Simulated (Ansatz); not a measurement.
Reactions of `[CH3][InH][S][SiH3]`.

Calculated with Ansatz (gas phase, PBE0-D4/def2-TZVP geometries, no zero-point term in ΔE). CCSD(T)/CBS adds triple-zeta CCSD(T) − MP2 to the extrapolated MP2 energy (def2 sets, frozen cores). This one scheme is used for every species, atoms too. For atomizations the MP2-based limit and the directly extrapolated one differ by several kJ/mol either way, and by 10 to 25 for some Ge, Se and Sn compounds, so smaller differences from it don't rank the levels. Functionals use def2-TZVPP. Open shells (•) are unrestricted, without spin–orbit coupling. Spin–orbit coupling would lower the free atoms: a little for C, S, Si; strongly for In. def2 core potentials past Kr. Bonds to Br, In, Sb are less sure, by a few kJ/mol each and by 10 to 20 or more in all where they break to atoms, as the def2 sets lack core-valence functions. Scalar relativity is left out up to krypton. One conformer a species, not always the lowest.

| reaction | CCSD(T)/CBS(def2) (eV) |
| --- | --- |
| `[CH3][InH][S][SiH3]` + HBr → `[CH3][InH][Br]` + `[SiH3]S` | -0.43 |
| `[CH3][InH][S][SiH3]` + `F[SiH](F)S` → `[CH3][InH][SH]` + `F[SiH](F)S[SiH3]` | ? |
| `[CH3][InH][S][SiH3]` + `B1CN1` → `[SiH3]N1BC1` + `[CH3][InH][SH]` | -0.06 |
| `[CH3][InH][S][SiH3]` → C• + 7 H• + In• + S• + Si• | 34.65 |
| `[CH3][InH][S][SiH3]` + `O[SiH3]` → `[CH3][InH][O][SiH3]` + `[SiH3]S` | ? |
| `[CH3][InH][S][SiH3]` + `[CH3][SbH2]` → `[SiH3][CH2][SbH2]` + `[CH3][InH][SH]` | 0.61 |
| `[CH3][InH][S][SiH3]` + `C=C(O)S` → `C=C(O)S[SiH3]` + `[CH3][InH][SH]` | 0.08 |

Task: Fill in the missing values. (Best estimate.)

Result: Computed: `[CH3][InH][S][SiH3]` + `F[SiH](F)S` → `[CH3][InH][SH]` + `F[SiH](F)S[SiH3]`: +0.02 eV; `[CH3][InH][S][SiH3]` + `O[SiH3]` → `[CH3][InH][O][SiH3]` + `[SiH3]S`: +0.47 eV.

Largest T1 diagnostic: 0.015, for In•.
